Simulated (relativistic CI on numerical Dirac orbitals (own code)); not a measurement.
Calculated at this level of theory: Dirac-Coulomb-Breit CI, separate exchange-only KLI orbitals for each configuration, a model potential for QED, unscaled Slater integrals (own radial code, finite nucleus).

The strongest absorption lines from the ground level of an ion, among the configurations computed and to levels below about 15400 eV (vacuum wavelength in nm, gf): 0.08520 (0.45), 0.09536 (0.3), 0.09695 (0.69), 0.09703 (1.2), 0.09708 (2), 0.09986 (0.63), 0.11292 (2.2), 0.51797 (0.61).

Q: Which ion is it?
A. Ho60+
B. Pa84+
C. Au72+
D. Ta66+

A: C. Au72+ has 7 electrons and the ground level 2s2 2p3 2P°_3/2; the strongest line goes to 2s2 2p2 3d 2D_5/2. The pattern of lines fixes the number of electrons, and along that sequence the line energies rise steadily with the charge (about as its square where n changes within one kind of shell, about linearly where n is kept but much faster in heavy ions where fine structure, which grows about as Z⁴, sets the gap, and irregularly where shells cross), which fixes Z. Configurations outside the model, such as inner-shell arrays, can give stronger lines. At this charge energies of transitions that change n are usually good to better than 1 %, and those within a shell (Δn = 0) to a few per cent.

LS names give the leading component of a level, which can be under half, so a name can repeat, a term be missing and a line seem to break the LS rules.
